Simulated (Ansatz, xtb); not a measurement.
## Relative energy of two structures of BrClHIn2

Structure I is a doublet given by its coordinates and structure II is `[Cl][In]([Br])[InH]`, a doublet. Both are isolated molecules in the gas phase, relaxed with B3LYP-D3(BJ)/def2-SVP; the shapes shown needn't be the lowest conformers.

I (Å):

```yaml
atoms:
  - { symbol: Br, position_ang: [2.9972, 3.8202, -0.4088] }
  - { symbol: Cl, position_ang: [1.0864, 0.5881, -0.8732] }
  - { symbol: In, position_ang: [1.6400, 2.5683, -2.6757] }
  - { symbol: In, position_ang: [2.2103, 1.7104, 1.2192] }
  - { symbol: H, position_ang: [0.8414, 2.3211, 2.2035] }
```

Close contacts (Å): Br1–In3 2.92, Br1–In4 2.78, Cl2–In3 2.73, Cl2–In4 2.63, In4–H5 1.79.

II (Å):

```xyz
5

Br   -0.7463   -2.2838    1.4456
Cl   -0.8771   -0.4606   -2.2340
In    0.5490   -1.3867   -0.5486
In    3.3971   -0.8785   -0.4231
H     4.6081   -2.0636   -0.9995
```

Task: Which of the two would you expect CCSD(T)/def2-SVP + ΔMP2/def2-TZVPP electronic energies to favour?

Result: Structure I; the calculation gives E(II) − E(I) = +101.7 kJ/mol.

How the difference moves with the method:

```tsv
level	geometry	E(II) − E(I) (kJ/mol)	departure from the last row (kJ/mol)	job, with rough time for the two
B3LYP-D3(BJ)/def2-SVP	B3LYP-D3(BJ)/def2-SVP	+112.5	+10.8	optimisation, 2.4 min
HF/def2-SVP	B3LYP-D3(BJ)/def2-SVP	+86.8	−14.9	part of the CCSD(T) run
MP2/def2-SVP	B3LYP-D3(BJ)/def2-SVP	+87.4	−14.3	part of the CCSD(T) run
CCSD(T)/def2-SVP	B3LYP-D3(BJ)/def2-SVP	+89.3	−12.4	single point
CCSD(T)/def2-SVP + ΔMP2/def2-TZVPP	B3LYP-D3(BJ)/def2-SVP	+101.7		single point, 3 min
```

The levels shown agree on the order. The largest departure from CCSD(T)/def2-SVP + ΔMP2/def2-TZVPP is that of HF/def2-SVP, 14.9 kJ/mol. Levels run at GFN2-xTB geometries aren't shown. The last row adds to CCSD(T) the change of the MP2 difference between the two basis sets, here +12.4 kJ/mol.

With harmonic frequencies from B3LYP-D3(BJ)/def2-SVP (ideal gas, rigid rotor, one conformer each, 1000 K, 1 atm): on the last row, ΔE + ΔZPE = +101.0 kJ/mol. A mode under 50 cm⁻¹ makes harmonic enthalpies and free energies unreliable, so none is given.

Open shells are spin-unrestricted. The correlated steps freeze 22 core orbitals; the filled d shell of Br and In is correlated, in a basis made for valence electrons. Atoms past krypton carry core potentials in the def2 sets and no spin–orbit term is included. Codes used: Ansatz 0.2.0; the last row on 2 threads of Arm Neoverse V1 on a shared host.
